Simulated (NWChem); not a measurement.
Correlation energy of In

```xyz
1

In     0.0000     0.0000     0.0000
```
Charge 0, spin multiplicity 2.

The numbers come from NWChem runs, not from measurements.

Basis set: def2-TZVP. Each correlation energy counts from its own Hartree-Fock reference.

Effective core potentials replace the inner electrons of In; spin-orbit coupling is left out. The correlated methods keep 4 core orbitals frozen. No SCF solution was tested for a lower state. Open-shell Hartree-Fock references start from PBE0 orbitals. Coupled-cluster values serve here as a point of comparison, not as the truth.

Task: Order these methods by the correlation energy they give, lowest first: UMP2, SCS-UMP2, CCSD on UHF, CCSD[T] on UHF, CCSD[T] on ROHF.

Result: CCSD[T] on ROHF (-256.0 mHa), CCSD[T] on UHF (-253.0 mHa), UMP2 (-248.4 mHa), CCSD on UHF (-246.0 mHa), SCS-UMP2 (-223.2 mHa)
